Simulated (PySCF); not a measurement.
Two species compared at the same levels of theory.

First species: C4H7NS2Si.
SMILES: `[SiH3]SCc1cnsc1`

Second species: F₂H₇NSi₃.
Numbering: `[NH2:1][Si:2]([F:3])([F:4])[SiH2:5][SiH3:6]` (hydrogens: H7, H8 on N1; H9, H10 on Si5; H11, H12, H13 on Si6)

Levels: wB97X-D/def2-SVPD for dipole moment, HOMO energy, LUMO energy, HOMO–LUMO gap, static isotropic polarisability and electronic spatial extent ⟨r²⟩ about the centre of nuclear charge; TDDFT wB97X-D/def2-SVPD for lowest singlet excitation; TDA wB97X-D/def2-SVPD for lowest triplet excitation (Tamm–Dancoff); GFN2-xTB for rotational constant A and rotational constant C. Geometries: GFN2-xTB. All species are isolated and taken at one optimised geometry, non-relativistic unless stated; the electronic structure was computed with PySCF and density fitting.

Dipoles, sizes and rotational constants follow the conformer. The torsions of the flexible species, by atom-mapped SMILES:
- `[SiH3:1][S:2][CH2:3][c:4]1[cH:5][n:6][s:7][cH:8]1`: Si1–S2–C3–C4 63°, S2–C3–C4–C5 -103°
- `[NH2:1][Si:2]([F:3])([F:4])[SiH2:5][SiH3:6]`: N1–Si2–Si5–Si6 180°, H–N1–Si2–F3 37°, H–N1–Si2–F3 -173°

```
                                                         property    column X    column Y
                                                    dipole moment      2.59 D      1.23 D
                                                      HOMO energy   -10.21 eV    -8.76 eV
                                                      LUMO energy     1.02 eV     0.45 eV
                                                    HOMO–LUMO gap    11.23 eV     9.21 eV
                                        lowest singlet excitation     6.79 eV     5.29 eV
                         lowest triplet excitation (Tamm–Dancoff)     6.15 eV     3.99 eV
                                  static isotropic polarisability     91.0 au    114.5 au
electronic spatial extent ⟨r²⟩ about the centre of nuclear charge  1379 bohr²  1783 bohr²
                                            rotational constant A   3.061 GHz   2.477 GHz
                                            rotational constant C   0.879 GHz   0.637 GHz
```

Problem. Which column belongs to which species?

Solution. Column X is the second species and column Y the first. The first has 15 atoms and 84 electrons, the second 13 and 74.

Problem. How does each property change from the first species to the second?

Solution. dipole moment +1.36 D; HOMO energy -1.45 eV; LUMO energy +0.57 eV; HOMO–LUMO gap +2.02 eV; lowest singlet excitation +1.50 eV; lowest triplet excitation (Tamm–Dancoff) +2.16 eV; static isotropic polarisability -23.5 au; electronic spatial extent ⟨r²⟩ about the centre of nuclear charge -404 bohr²; rotational constant A +0.584 GHz; rotational constant C +0.242 GHz.

On the first: The principal polarisabilities are 94.6, 110.9 and 138.0 au; their mean is the isotropic value. The polarisability is 16.97 Å³ as a volume (1 au = 0.148185 Å³), or 1.36 au for each of the 84 electrons.

On the second: The principal polarisabilities are 76.2, 83.5 and 113.3 au; their mean is the isotropic value. The vertical singlet–triplet gap S1 − T1 is 0.64 eV (TDDFT singlet less Tamm–Dancoff triplet; S1: HOMO→LUMO, weight 0.84; T1: HOMO→LUMO, weight 0.45, beside HOMO−1→LUMO, weight 0.40).
